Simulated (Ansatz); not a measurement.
Relaxation of H₆OSn (8 atoms, charge 0, multiplicity 1), to a largest force component of 0.03 eV/Å in at most 50 steps.

These are results of Ansatz 0.2.0, RKS PBE-D4/def2-SVP, not measurements.

```xyz
8
Properties=species:S:1:pos:R:3:forces:R:3
Sn -0.127 0.144 -0.004 -0.14 0.14 -0.78
O -0.032 0.128 1.979 0.00 0.06 0.78
H -0.908 -0.014 2.385 0.01 0.02 -0.03
H 1.519 0.275 -0.483 -0.01 0.00 0.00
H -1.040 1.542 -0.476 -0.01 -0.01 0.00
H -0.894 -1.301 -0.576 0.01 0.01 -0.02
H 1.352 -2.164 1.074 0.75 -1.25 -1.31
H 1.097 -1.738 1.600 -0.61 1.02 1.37
```

Where does it end, and by what steps?

It converged. The force dipped under the threshold on the way, but the program's further checks kept it going. After 17 steps the energy has fallen by 0.146 eV; H7 moved furthest, 1.39 Å.

| step | energy less start (eV) | largest force component (eV/Å) | accepted |
| --- | --- | --- | --- |
| 0 | 0.0000 | 1.367 | yes |
| 1 | -0.0953 | 0.086 | yes |
| 2 | -0.1126 | 0.077 | yes |
| 3 | -0.1138 | 0.333 | yes |
| 4 | -0.1114 | 0.379 | no |
| 5 | -0.1251 | 0.158 | yes |
| 6 | -0.1292 | 0.113 | yes |
| 7 | -0.1338 | 0.119 | yes |
| 8 | -0.1360 | 0.240 | yes |
| 9 | -0.1385 | 0.190 | yes |
| 10 | -0.1415 | 0.176 | yes |
| 11 | -0.1425 | 0.202 | yes |
| 12 | -0.1439 | 0.158 | yes |
| 13 | -0.1451 | 0.014 | yes |
| 14 | -0.1457 | 0.023 | yes |
| 15 | -0.1459 | 0.076 | yes |
| 16 | -0.1461 | 0.043 | yes |
| 17 | -0.1462 | 0.004 | yes |

```xyz
8
Properties=species:S:1:pos:R:3
Sn -0.298 0.444 -0.297
O 0.230 -0.096 1.581
H -0.562 -0.338 2.098
H 1.224 0.809 -1.008
H -1.332 1.832 -0.204
H -1.106 -0.876 -1.075
H 1.543 -2.799 2.300
H 1.267 -2.104 2.103
```

Whether the end is a true minimum wasn't checked by a vibrational analysis.

The run took 25 s on 1 thread of Arm Neoverse V2, with other jobs on the host, peak memory 0.12 GiB.
